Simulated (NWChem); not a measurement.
System: GeI₄; SMILES [I][Ge]([I])([I])[I]

Not confirmed as a minimum by frequencies. def2 effective core potentials on I; no spin-orbit coupling.

### Question
Give the equilibrium geometry at PBE0/def2-SVP with def2 effective core potentials on I (NWChem) as an XYZ file, with the point group.

### Answer
point group Td; any orientation.
```
5

I     -1.4509     1.4509    -1.4509
Ge     0.0000     0.0000     0.0000
I      1.4509    -1.4509    -1.4509
I     -1.4509    -1.4509     1.4509
I      1.4509     1.4509     1.4509
```
